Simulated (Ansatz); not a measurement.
BH7SSi2, relaxed with RKS PBE-D4/def2-SVP in the Gaussian-basis code of Ansatz from a rough embedded geometry. The force threshold is 0.03 eV/Å; the program also tests the step.

Charge 0, multiplicity 1. The bonds changed during the relaxation, so this is another structure than the one it started from.

Start:

```xyz
11

B    -1.216   -0.363    1.447
Si    0.615   -0.044    1.183
S     1.268   -1.131   -0.535
Si    0.403    0.198   -1.895
H    -1.825    0.144    2.396
H    -1.869   -1.094    0.760
H     1.394   -0.499    2.372
H     0.882    1.398    1.026
H     0.858    1.512   -1.747
H    -1.113    0.154   -1.702
H     0.604   -0.275   -3.306
```

```tsv
step	energy (eV)	largest force (eV/Å)	largest move (Å)
1	-27357.2531	2.177	0.000
2	-27357.6108	0.884	0.151
3 (rejected)	-27357.5806	0.713	0.200
4	-27357.6678	0.162	0.098
5	-27357.6710	0.103	0.100
6	-27357.6733	0.048	0.108
7	-27357.6742	0.030	0.021
8	-27357.6745	0.023	0.020
```

End:

```xyz
11

B    -1.336   -0.391    1.532
Si    0.625   -0.051    1.226
S     1.469   -0.988   -0.551
Si    0.397    0.192   -2.008
H    -1.844    0.031    2.555
H    -2.040   -1.004    0.753
H     1.426   -0.609    2.376
H     0.870    1.443    1.192
H     0.893    1.613   -2.042
H    -1.077    0.220   -1.691
H     0.618   -0.455   -3.343
```

It took 3.5 s on 4 threads of an AMD EPYC 9R45 on a shared host, with 0.17 GiB of host memory at the peak.
